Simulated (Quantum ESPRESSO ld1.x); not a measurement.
Task: W3+, 71 electrons, occupied as [Xe] 4f14 5d3. Method: Dirac Kohn-Sham, PBE, spin-unpolarised, spherical densities, point nucleus; open shells are shared between the two j in proportion to 2j + 1; computed with ld1.x of Quantum ESPRESSO 7.5. Some entries of the table are withheld. Estimate them.

orbital,occ.,eigenvalue (eV),<r> (bohr),r(max) (bohr)
1s1/2,2,-69429.2,0.01834,0.01145
2s1/2,2,-11999.0,0.07693,(1)
2p1/2,2,-11474.3,0.06365,0.04896
2p3/2,4,-10121.4,0.07161,0.05580
3s1/2,2,-2785.59,0.2005,0.1855
3p1/2,2,-2552.21,0.1905,0.1737
3p3/2,4,-2259.66,0.2053,0.1877
3d3/2,4,-1867.31,0.1797,0.1471
3d5/2,6,-1803.69,0.1842,0.1510
4s1/2,2,-597.702,0.4494,0.4211
4p1/2,2,-500.954,0.4546,0.4209
4p3/2,4,-433.165,0.4878,0.4504
4d3/2,4,-274.426,0.5048,0.4471
4d5/2,6,-261.937,0.5162,0.4565
5s1/2,2,-107.744,1.065,0.9629
5p1/2,2,-78.9799,1.168,1.032
5p3/2,4,-68.9902,1.266,1.115
4f5/2,6,-63.3812,0.6017,0.4262
4f7/2,8,-61.1405,0.6112,0.4312
5d3/2,1.2,(2),1.731,1.413
5d5/2,1.8,(3),1.776,1.451

Result: 
(1) 2s1/2 r(max) (bohr): 0.06586
(2) 5d3/2 eigenvalue (eV): -31.6597
(3) 5d5/2 eigenvalue (eV): -30.7011
